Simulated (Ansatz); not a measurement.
The cluster Mg₃Te₃. The state is a triplet with charge 0. Geometry PBE0-D4/def2-SVP; atoms count from 1.

Cartesian coordinates in Å:
```
Mg 1.033 -2.061 -1.524
Mg -0.724 2.632 -0.428
Mg -0.122 -0.230 0.789
Te 0.341 0.585 -1.959
Te 0.622 -2.829 1.008
Te -1.150 1.902 2.113
```

In the def2 sets Te takes a core potential; there is no spin–orbit coupling. At PBE0-D4/def2-TZVP a singlet of charge 0 lies 2.27 eV below the triplet, each at its own geometry. The structure comes from a short search, and lower isomers may exist.

Question: Estimate the Mulliken populations from the PBE0/def2-TZVP orbitals of Ansatz.

Answer: 
| atom | charge (e) | spin (α − β) |
| --- | --- | --- |
| Mg1 | 0.38 | 0.43 |
| Mg2 | 0.38 | 0.43 |
| Mg3 | 0.71 | -0.01 |
| Te4 | -0.52 | 0.22 |
| Te5 | -0.48 | 0.46 |
| Te6 | -0.48 | 0.46 |
Mulliken values depend strongly on the basis.

Question: Where does the spin sit?

Answer: Summed by element: Mg 0.85, Te 1.15, of 2 unpaired in all. Largest on single atoms: Te5 0.46, Te6 0.46, Mg1 0.43.

Question: And the Mayer bond orders between heavy atoms (over 0.3)?

Answer: Mg1–Te4 0.70 (2.77 Å); Mg1–Te5 0.87 (2.68 Å); Mg2–Te4 0.70 (2.77 Å); Mg2–Te6 0.87 (2.68 Å); Mg3–Te4 0.42 (2.90 Å); Mg3–Te5 0.72 (2.71 Å); Mg3–Te6 0.72 (2.71 Å).
